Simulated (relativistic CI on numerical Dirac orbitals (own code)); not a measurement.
## Ligand-field terms of d6

Computed with a parametric ligand-field model of a d^n configuration (Racah B and C, spin-orbit zeta, crystal field), exact diagonalisation.

Field parameters in Wybourne normalisation: Oh B⁴₀ = 21Dq, B⁴₄ = √(5/14) B⁴₀; Td as Oh with Dq negative (B⁴₀ = 21Dq, B⁴₄ = √(5/14) B⁴₀). The field is a parameter set, without covalency.

Q: Lowest levels for B = 780, C = 3860, ζ = 200 cm⁻¹, Td, 10Dq = -5600 cm⁻¹?

A: A1 0 (S 2.00), T1 4 (S 2.00), E 7 (S 2.00), T2 11 (S 2.00), A2 16 (S 2.00), T2 5463 (S 2.00), T1 5566 (S 2.00), E 5567 (S 2.00), T2 5715 (S 2.00) cm⁻¹, with S from ⟨S²⟩ = S(S + 1). The ground level has 3.00 electrons in the cubic e pair.

Q: Lowest levels for B = 510, C = 2490, ζ = 1350 cm⁻¹, Oh, 10Dq = 29900 cm⁻¹?

A: A1 0 (S 0.03), E 22253 (S 1.01), T2 22424 (S 1.01), T1 23138 (S 1.01), A1 23913 (S 1.01), T1 26006 (S 0.92), E 26552 (S 1.01), T2 27237 (S 1.01), A2 27650 (S 1.00) cm⁻¹, with S from ⟨S²⟩ = S(S + 1). The ground level has 0.04 electrons in the cubic e pair.

Q: Lowest levels for B = 840, C = 3280, ζ = 310 cm⁻¹, Oh, 10Dq = 13350 cm⁻¹?

A: T2 0 (S 2.00), E 140 (S 2.00), T1 151 (S 2.00), A1 338 (S 1.99), T1 363 (S 2.00), T2 378 (S 2.00), A1 1413 (S 0.06), E 5714 (S 1.00), T2 5732 (S 1.00) cm⁻¹, with S from ⟨S²⟩ = S(S + 1). The ground level has 2.00 electrons in the cubic e pair.

Q: Lowest levels for B = 400, C = 2020, ζ = 1750 cm⁻¹, Oh, 10Dq = 26750 cm⁻¹?

A: A1 0 (S 0.06), E 20131 (S 1.02), T2 20461 (S 1.01), T1 21139 (S 0.99), A1 22500 (S 1.02), T1 23605 (S 0.92), E 24326 (S 1.00), T2 25031 (S 1.01), A2 25513 (S 1.00) cm⁻¹, with S from ⟨S²⟩ = S(S + 1). The ground level has 0.05 electrons in the cubic e pair.

Q: Lowest levels for B = 400, C = 1650, ζ = 390 cm⁻¹, Oh, 10Dq = 17800 cm⁻¹?

A: A1 0 (S 0.01), E 12979 (S 1.00), T2 12997 (S 1.00), T1 13245 (S 1.01), A1 13410 (S 1.01), T1 15696 (S 0.94), E 15818 (S 1.00), T2 16071 (S 1.00), A2 16207 (S 1.00) cm⁻¹, with S from ⟨S²⟩ = S(S + 1). The ground level has 0.03 electrons in the cubic e pair.
